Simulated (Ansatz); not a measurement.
`CB[SiH2]O` → `[CH2]` (triplet) + `B[SiH2]O` at 700 K and 1 bar (formal loss of a carbene).

Calculated with Ansatz (gas phase, PBE0-D4/def2-TZVP geometries, no zero-point term in ΔE). CBS: MP2 limit from def2 TZ/QZ plus the TZ coupled-cluster correction, frozen cores. This one scheme is used for every species. Triplets are unrestricted, without spin–orbit coupling. Each species was taken in one conformer, which may not be the lowest.

| species | CCSD(T)/CBS energy (Eh) | H − E (kJ/mol) | S (J/(mol·K)) |
| --- | --- | --- | --- |
| `CB[SiH2]O` | -431.33160 | 287.5 | 463.4 |
| `[CH2]` (triplet) | -39.09499 | 70.4 | 226.8 |
| `B[SiH2]O` | -392.05150 | 194.3 | 392.7 |

H − E and S are ideal-gas, rigid-rotor, harmonic terms from PBE0-D4/def2-TZVP, for one conformer and one mirror image of each species, with the whole ground term of open shells counted as degenerate. 1 Eh = 2625.50 kJ/mol, R = 8.31446 J/(mol·K).

**Question.** By hand: ΔE, ΔH, ΔS and ΔG.

**Answer.** ΔE = (-39.09499) + (-392.05150) − (-431.33160) = 0.18511 Eh = 486.0 kJ/mol. Δ(H − E) = 70.4 + 194.3 − 287.5 = -22.8, so ΔH = 463.2 kJ/mol. ΔS = 226.8 + 392.7 − 463.4 = 156.1 J/(mol·K). ΔG = 463.2 − 700 × (156.1)/1000 = 353.9 kJ/mol.

**Question.** By hand: the equilibrium constant, and the temperature at which ΔG would vanish if ΔH and ΔS stayed fixed.

**Answer.** log₁₀ K = −ΔG/(RT ln 10) = -26.4. ΔG = 0 at ΔH/ΔS = 2967 K, far beyond where these terms or the molecules hold.

The number of gas molecules changes by +1, which sets the sign of ΔS. A doubt of 5 kJ/mol in ΔE shifts log₁₀ K by 0.4 here. Other conformers and mirror images would add mixing entropy, several J/(mol·K) or more a flexible species. A triplet takes part, so the spin changes. These are equilibria of isolated gas molecules and say nothing of rates. Largest T1 diagnostic: 0.012 (customary marks: 0.02 for closed shells, 0.045 for open ones).
